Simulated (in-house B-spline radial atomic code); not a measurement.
Computed with a B-spline radial atomic code. Model: two electrons, singlet ground state, non-relativistic, full CI in B-splines with partial waves to l = 8 (at full coupling up to 3e-4 hartree above the limit, correlation up to 0.6 % small), density held at that of full coupling by Lieb maximisation.

Along the adiabatic connection the electron repulsion is scaled by a coupling λ while a local potential keeps the density fixed. At λ = 0 the system is the Kohn-Sham one and W equals the exchange energy; the exchange-correlation energy is the area under W between 0 and 1. The kinetic energy rises with λ as the electrons avoid each other, with dT/dλ = −λ dW/dλ.

Command:
```bash
python run_ac.py task.json out
```
Settings (lengths in bohr, energies in hartree):
```
potential              gauss
strength               15.8
lmax                   8
second                 3.6
```

Time taken, with all properties: 14 s on 1 thread of Intel(R) Xeon(R) Processor @ 2.30GHz, with other jobs on the host.

**W = mean repulsion less Hartree energy, and W of three functionals.**

Given: confinement Gaussian well; well depth 15.8 hartree; well width 3.6 bohr; external potential -V exp(-r^2/w^2).

Computed: PBE exchange minus exact 38.857 millihartree; SCAN exchange minus exact 3.0245 millihartree.

```csv
coupling,W xc (hartree),W xc minus exchange (millihartree),kinetic minus Kohn-Sham (millihartree),LDA (PW92) W minus its exchange (millihartree),PBE W minus its exchange (millihartree),SCAN W minus its exchange (millihartree)
0,-0.91276,0,0,0,0,0
0.02,-0.91474,-1.979,0.02,-11.76,-3.23,-1.89
0.05,-0.91767,-4.909,0.12,-23.97,-7.87,-4.67
0.12,-0.92433,-11.571,0.69,-45.64,-17.94,-10.89
0.25,-0.93609,-23.33,2.85,-75.65,-34.61,-21.77
0.4,-0.94873,-35.974,6.95,-102.52,-51.51,-33.41
0.6,-0.9642,-51.44,14.66,-131.36,-71.25,-47.66
0.8,-0.97825,-65.487,24.47,-155.2,-88.61,-60.69
1,-0.99104,-78.28,35.96,-175.64,-104.11,-72.67
1.4,-1.0134,-100.67,62.7,-209.51,-130.87,-94.01
2,?,?,?,?,?,?
3,?,?,?,?,?,?
4.5,-1.1087,-195.96,318.74,-345.68,-247.98,-192.85
7,-1.1437,-230.99,516.21,-398.23,-295.8,-232.62
10,-1.1691,-256.3,728.39,-438.55,-333.1,-261.47
```

Q: What belongs in the row 2?

A: W xc (hartree): -1.0407; W xc minus exchange (millihartree): -127.94; kinetic minus Kohn-Sham (millihartree): 108.73; LDA (PW92) W minus its exchange (millihartree): -248.86; PBE W minus its exchange (millihartree): -163.37; SCAN W minus its exchange (millihartree): -120.82.

Q: What belongs in the row 3?

A: W xc (hartree): -1.0745; W xc minus exchange (millihartree): -161.72; kinetic minus Kohn-Sham (millihartree): 192.2; LDA (PW92) W minus its exchange (millihartree): -296.62; PBE W minus its exchange (millihartree): -204.42; SCAN W minus its exchange (millihartree): -155.61.

Q: What is the LDA exchange minus exact?

A: 132.39 millihartree.

**Energy parts, natural occupations and partial-wave weights.**

Computed: total energy -26.1646 hartree; correlation energy -0.042316 hartree; kinetic part of the DFT correlation energy 0.035964 hartree; initial slope twice GL2 -0.099442 hartree; Hartree energy 1.8255 hartree; Kohn-Sham kinetic 1.9662 hartree; Lieb Oxford ratio E_xc over LDA exchange 1.2239.

```csv
natural,occupation of the shell (electrons)
s,1.9803
p,0.017724
s,?
d,0.00062113
p,0.00013775
f,7.6924e-05
```

Q: What belongs in the row s?

A: occupation of the shell (electrons): 0.001054.

```
wave      weight
   s     0.99068
   p           ?
   d  0.00032508
   f   4.248e-05
   g   9.499e-06
```

Q: What belongs in the row p?

A: weight: 0.008935.

Q: What is the exchange energy?

A: -0.91276 hartree.

Q: What is the kinetic part over minus potential part?

A: 0.45943.

Half-way to full coupling W has made 56 % of its drop, against 50 % for a straight line, and second-order (GL2) theory, half the initial slope, overshoots the correlation energy by about 18 %: a moderate bend, as in light atoms. Over couplings 0 to 1 the errors in E_xc come to about +65 millihartree for LDA, +23 millihartree for PBE, +6.1 millihartree for SCAN, so SCAN is nearest. In LDA and PBE the errors of exchange and correlation have opposite signs, so the sum is smaller than the larger of the two.
